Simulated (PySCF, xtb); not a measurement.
Sb(H)2(Et) (C₂H₇Sb), SMILES C[CH2][SbH2].

Harmonic wavenumbers (cm⁻¹) from GFN2-xTB (xtb 6.7.1) at its own minimum, in rising order: 98, 232, 243, 480, 552, 604, 737, 829, 967, 1002, 1079, 1237, 1239, 1411, 1472, 1494, 1498, 1519, 1614, 2975, 2985, 2996, 3013, 3018.

Q: What does B3LYP-D3(BJ)/def2-SVP (PySCF) give at its own minimum? (The exact figures need the calculation; the answer reports its results.)

A: 118, 238, 244, 458, 536, 640, 741, 839, 972, 974, 1057, 1215, 1247, 1395, 1445, 1470, 1471, 1902, 1908, 3014, 3047, 3089, 3095, 3118. Paired by order, the mean absolute difference is 56 cm⁻¹ and the zero-point energies are 47.6 and 48.9 kcal/mol.
